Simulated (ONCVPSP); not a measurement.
# Configuration tests for Mo (Z = 42) (ONCV)

```
Element                 : molybdenum (Mo)
Generator               : ONCVPSP 4.0.1
Type                    : optimised norm-conserving Vanderbilt (ONCV)
Functional              : PBE
Relativity              : scalar-relativistic
Frozen core             : [Ar] 3d10
Valence charge          : 14
Reference configuration : 4s2 4p6 4d5 (charge +1)
Partial waves           : 4s: rc 1.70 bohr, ncon 5, nbas 9, qcut 6.5 1/bohr, 2 projectors, debl 3.4 Ha; 4p: rc 1.95 bohr, ncon 4, nbas 9, qcut 7.5 1/bohr, 2 projectors, debl 2.7 Ha; 4d: rc 2.70 bohr, ncon 3, nbas 8, qcut 5.2 1/bohr, 3 projectors, debl 2.4 Ha
Local potential         : polynomial inside 1.05 bohr (lpopt 2, dvloc0 0 Ha)
Core correction         : none
```

Energies are relative to the spin-unpolarised reference configuration 4s2 4p6 4d5; without spin polarisation the order of configurations can differ from experiment.

```csv
valence configuration,charge,ΔE all-electron (eV),error AE − PS (meV)
4s2 4p6 4d4,+2,15.462,+35
4s2 4p6 4d3,+3,42.206,+250
```

**Question.** What are ΔE and the potential's error for 4s2 4p6 4d6?

**Answer.** ΔE = -6.128 eV all-electron; the error (AE − PS) is +4.1 meV.

**Question.** What are ΔE and the potential's error for 4s2 4p6 4d5 5s1?

**Answer.** ΔE = -6.890 eV all-electron; the error (AE − PS) is +3.1 meV.

Levels in the configuration 4s2 4p6 4d6:

```csv
level,all-electron (eV),pseudo (eV)
4s,-62.208,-62.219
4p,-36.450,-36.452
4d,-2.308,-2.310
```
